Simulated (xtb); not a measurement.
CH8Si2, triplet, at the geometry of the source list (a higher spin typed on purpose: for a closed-shell molecule this is an excited state); GFN1-xTB in xtb.

xtb was given this input:
```
$ xtb mol.xyz --gfn 1 --uhf 2 --etemp 3000 --json

# file mol.xyz
11

Si     1.44550000     0.72650000     0.01360000
C      0.23090000    -0.72850000    -0.12920000
Si    -1.59710000    -0.24800000     0.07130000
H      2.82320000     0.25020000    -0.15520000
H      1.15270000     1.71520000    -1.02630000
H      1.31490000     1.34820000     1.33300000
H      0.48530000    -1.47850000     0.62030000
H      0.36710000    -1.21120000    -1.09740000
H     -1.96900000     0.71540000    -0.96690000
H     -1.80660000     0.34830000     1.39230000
H     -2.44690000    -1.43760000    -0.05530000
```

Output, abridged:

```
   ID    Z sym.   atoms
    1   14 Si     1, 3
    2    6 C      2
    3    1 H      4-11

           -------------------------------------------------
          |                Calculation Setup                |
           -------------------------------------------------

           -------------------------------------------------
          |                 G F N 1 - x T B                 |
           -------------------------------------------------

          ...................................................
          :                      SETUP                      :
          :.................................................:
          :  # basis functions                  40          :
          :  # atomic orbitals                  38          :
          :  # shells                           24          :
          :  # electrons                        20          :
          :  # halogen bonds                     0          :
          :  max. iterations                   250          :
          :  Hamiltonian                  GFN1-xTB          :
          :  restarted?                      false          :
          :  GBSA solvation                  false          :
          :  PC potential                    false          :
          :  electronic temp.         3000.0000000     K    :
          :  accuracy                    1.0000000          :
          :  -> integral cutoff          0.2500000E+02      :
          :  -> integral neglect         0.1000000E-07      :
          :  -> SCF convergence          0.1000000E-05 Eh   :
          :  -> wf. convergence          0.2000000E-04 e    :
          :  Broyden damping             0.4000000          :
          :  net charge                          0          :
          :  unpaired electrons                  2          :
          ...................................................

 iter      E             dE          RMSdq      gap      omega  full diag
   1     -9.9917201 -0.999172E+01  0.596E+00    0.23       0.0  T
   2    -10.0255843 -0.338642E-01  0.385E+00    0.32       1.0  T
   3    -10.0160100  0.957432E-02  0.136E+00    0.13       1.0  T
   4    -10.0323540 -0.163440E-01  0.219E-01    0.21       1.0  T
   5    -10.0327134 -0.359465E-03  0.345E-02    0.22       1.0  T
   6    -10.0327187 -0.528854E-05  0.161E-02    0.22       1.9  T
   7    -10.0327198 -0.106268E-05  0.933E-03    0.22       3.2  T
   8    -10.0327206 -0.816005E-06  0.105E-03    0.22      28.7  T
[...]
         :: total energy              -9.928377201482 Eh    ::
[...]
      -------------------------------------------------------------
                  HL-Gap            0.0079575 Eh            0.2165 eV
             Fermi-level           -0.3206817 Eh           -8.7262 eV

  Mulliken/CM5 charges         n(s)   n(p)   n(d)
     1Si    0.15501 -0.14347   1.253  1.912  0.680
     2C    -0.10091 -0.13392   1.103  2.998  0.000
     3Si    0.15501 -0.14349   1.253  1.912  0.680
     4H    -0.04455  0.03930   1.045  0.000  0.000
     5H    -0.04966  0.03526   1.050  0.000  0.000
     6H    -0.04965  0.03528   1.050  0.000  0.000
     7H     0.03930  0.10059   0.961  0.000  0.000
     8H     0.03930  0.10059   0.961  0.000  0.000
     9H    -0.04965  0.03529   1.050  0.000  0.000
    10H    -0.04965  0.03527   1.050  0.000  0.000
    11H    -0.04455  0.03930   1.045  0.000  0.000

Wiberg/Mayer (AO) data.
largest (>0.10) Wiberg bond orders for each atom

 ---------------------------------------------------------------------------
     #   Z sym  total        # sym  WBO       # sym  WBO       # sym  WBO
 ---------------------------------------------------------------------------
     1  14 Si   3.751 --     6 H    0.868     5 H    0.868     4 H    0.852
                             2 C    0.813     3 Si   0.202
     2   6 C    3.466 --     7 H    0.882     8 H    0.882     1 Si   0.813
                             3 Si   0.813
     3  14 Si   3.751 --     9 H    0.868    10 H    0.868    11 H    0.852
                             2 C    0.813     1 Si   0.202
     4   1 H    0.907 --     1 Si   0.852
     5   1 H    0.912 --     1 Si   0.868
     6   1 H    0.912 --     1 Si   0.868
     7   1 H    1.025 --     2 C    0.882
     8   1 H    1.025 --     2 C    0.882
     9   1 H    0.912 --     3 Si   0.868
    10   1 H    0.912 --     3 Si   0.868
    11   1 H    0.907 --     3 Si   0.852
 ---------------------------------------------------------------------------

Topologies differ in total number of bonds
Writing topology from bond orders to xtbtopo.mol

 dipole moment from electron density (au)
     X       Y       Z
   0.2657  -0.8381  -0.1487  total (Debye):    2.266

           -------------------------------------------------
          | TOTAL ENERGY               -9.928377201482 Eh   |
          | GRADIENT NORM               0.045278324239 Eh/α |
          | HOMO-LUMO GAP               0.216534657788 eV   |
           -------------------------------------------------

normal termination of xtb
```
